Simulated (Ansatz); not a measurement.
Process, species as SMILES: NB (BH2-NH2) → N[BH] (BH-NH2) + H atom
B3LYP-D3(BJ)/def2-TZVP geometries, fixed; electronic energies without zero-point terms.

Core correlation in the bond dissociation energy at CCSD(T) with Ansatz (an electronic-structure program), in kcal/mol: frozen core against all electrons. Core-valence sets carry the plain set on hydrogen. Open shells are unrestricted.

```tsv
basis	functions, most	frozen core	all electrons	core term (second minus first)
cc-pVDZ	48	107.30	107.49	0.19
cc-pCVDZ	56	107.40	107.56	0.16
cc-pVTZ	116	110.75	111.69	0.94
cc-pCVTZ	142	110.75	110.96	0.21
cc-pwCVTZ	142	110.81	111.03	0.22
cc-pVQZ	230	111.42	112.20	0.78
cc-pwCVQZ	288	111.43	111.67	0.24
cc-pCVQZ	288	111.42	111.66	0.23
```

The largest core-valence set, cc-pCVQZ, gives a core term of 0.23 kcal/mol; the valence set cc-pVQZ, which lacks functions for the core, gives 0.78.
